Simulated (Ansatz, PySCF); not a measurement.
Spin states of FOV (SMILES [O]=[V][F]), each relaxed with B3LYP-D3(BJ)/def2-TZVP.
State 1 (charge 0, multiplicity 3):
```xyz
3

V      0.1918    -0.1332     0.2235
O      1.2694    -0.2399    -0.9480
F     -1.4944     0.4205     0.6542
```
State 2 (charge 0, multiplicity 1):
```xyz
3

V      0.20087    -0.14199     0.24221
O      1.24790    -0.23133    -0.94815
F     -1.48194     0.42069     0.63561
```

| level | energy of the multiplicity-1 state less that of the multiplicity-3 state (kcal/mol) | cost |
|---|---|---|
| PBE/def2-TZVPP | 24.77 | ×1 |
| PBE-D3(BJ)/def2-TZVPP | 24.76 | ×1 |
| BLYP-D3(BJ)/def2-TZVPP | 21.23 | ×1 |
| BLYP-D4/def2-TZVPP | 21.22 | ×1 |
| r2SCAN-D3(BJ)/def2-TZVPP | 26.64 | ×2 |
| r2SCAN-D4/def2-TZVPP | 26.64 | ×2 |
| B97M-V/def2-TZVPP | 19.26 | ×4 |
| r2SCANh/def2-TZVPP | 27.10 | ×2 |
| B3LYP-D3(BJ)/def2-TZVPP | 22.60 | ×0.9 |
| B3LYP-D4/def2-TZVPP | 22.60 | ×0.9 |
| PBE0-D3(BJ)/def2-TZVPP | 26.77 | ×0.6 |
| PBE0-D4/def2-TZVPP | 26.77 | ×0.6 |
| BHLYP/def2-TZVPP | 24.70 | ×1 |
| CAM-B3LYP/def2-TZVPP | 23.62 | ×1 |
| CAM-B3LYP-D3(BJ)/def2-TZVPP | 23.62 | ×1 |
| CAM-B3LYP-D4/def2-TZVPP | 23.62 | ×1 |
| wB97M-V/def2-TZVPP | 18.29 | ×4 |
| B2PLYP/def2-TZVPP | 22.21 | ×1 |
| B2PLYP-D3(BJ)/def2-TZVPP | 22.21 | ×1 |
| B2PLYP-D4/def2-TZVPP | 22.21 | ×1 |

The rows run from 18.29 (wB97M-V/def2-TZVPP) to 27.10 kcal/mol (r2SCANh/def2-TZVPP). The dispersion term adds 0.00 in PBE-D3(BJ), 0.00 in CAM-B3LYP-D3(BJ), 0.00 in CAM-B3LYP-D4. The 7 functionals in def2-TZVPP without D3 or D4 span 8.81, from wB97M-V to r2SCANh.

Singlets are restricted, other states unrestricted; no spin–orbit coupling, no relativity up to Kr; see below for the cores. The largest T1 diagnostic is 0.076.

Correlated levels freeze the inner cores; with def2 sets outer-core shells near the valence are correlated too.

Doubts at one or more of the structures used: a restricted determinant that unrestricted orbitals would lower (B2PLYP/def2-TZVPP, B2PLYP-D3(BJ)/def2-TZVPP, B2PLYP-D4/def2-TZVPP).

Run with Ansatz (an electronic-structure program) with Gaussian orbitals; PySCF for the dispersion terms. Values without a source in brackets are computed.

Costs are rough ratios of core time to PBE/def2-TZVPP (about 25 s over the structures, on one shared machine); a dash marks a level with no comparable run of its own.
